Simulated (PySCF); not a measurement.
**Excitation energy of S⁺ by level of theory**

S⁺ [Ne] 3s2 3p3 (4S) → S⁺ [Ne] 3s1 3p3 4s1 (6S), as a difference of total energies. All numbers are calculated (PySCF 2.14, the spin-free X2C one-electron Hamiltonian (Gaussian nucleus), in aug-cc-pCVTZ-DK with one added diffuse shell each of s, p, d, f type (9s8p6d4f, 91 functions)). Correlated levels: valence: [Ne] frozen. The calculations carry no spin-orbit coupling.

```json
{"method": "UHF", "excitation energy (cm⁻¹)": "149910"}
{"method": "MP2 (valence)", "excitation energy (cm⁻¹)": "162500"}
{"method": "SCS-MP2 (valence)", "excitation energy (cm⁻¹)": "166880"}
{"method": "CCSD (valence)", "excitation energy (cm⁻¹)": "164320"}
{"method": "CCSD(T) (valence)", "excitation energy (cm⁻¹)": "164940"}
```

The promoted electron is Rydberg-like, and one or two diffuse shells describe it only roughly, which tends to raise the upper state.
